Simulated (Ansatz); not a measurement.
Born–Oppenheimer molecular dynamics of C3H8AlN (13 atoms, charge 0, multiplicity 1). It goes on from the last frame of an earlier run, with new velocities.

Level of theory: Ansatz 0.2.0, RKS PBE0-D4/STO-3G.

```
ensemble                      : NVE (velocity Verlet)
time step                     : 0.5 fs
steps asked                   : 266
starting velocities drawn for : 300 K
seed                          : 512063
```

First frame:

```xyz
13
Properties=species:S:1:pos:R:3
C -1.156 1.139 1.049
N -0.113 0.242 0.488
C -0.332 -0.369 -0.840
C 1.084 -1.108 -1.043
Al 1.543 -0.222 0.588
H -1.387 2.049 0.381
H -0.880 1.482 2.062
H -2.098 0.493 1.109
H -1.128 -1.128 -0.844
H -0.608 0.411 -1.613
H 0.995 -2.188 -0.976
H 1.671 -0.602 -1.812
H 2.576 0.081 1.613
```

(1) How far do the bonds stretch over the last three quarters of this one trajectory? (Pairs bonded in most of those frames.)

## Answers

(1) 
```tsv
bond	mean (Å)	spread (Å)	shortest	longest
C1–N2	1.472	0.015	1.44	1.50
C1–H6	1.107	0.020	1.06	1.15
C1–H7	1.107	0.035	1.05	1.17
C1–H8	1.112	0.029	1.06	1.16
N2–C3	1.504	0.027	1.46	1.55
N2–Al5	1.739	0.026	1.69	1.80
C3–C4	1.577	0.030	1.52	1.62
C3–Al5	2.376	0.053	2.27	2.44
C3–H9	1.112	0.015	1.08	1.15
C3–H10	1.114	0.036	1.05	1.17
C4–Al5	1.905	0.032	1.85	1.97
C4–H11	1.102	0.036	1.04	1.16
C4–H12	1.099	0.030	1.04	1.17
Al5–H13	1.497	0.009	1.48	1.51
```

Mean temperature of the second half: 315 K. The conserved energy stayed within 0.14 meV per atom of its start (net change -0.053 meV per atom), so the integration is sound. A run of 0.13 ps of so small a system gives no equilibrium averages. Limits of this set-up: minimal basis.

The run took 6.3 min on 1 thread of Intel(R) Xeon(R) 6975P-C (Granite Rapids) (shared host), peak memory 0.2 GiB.
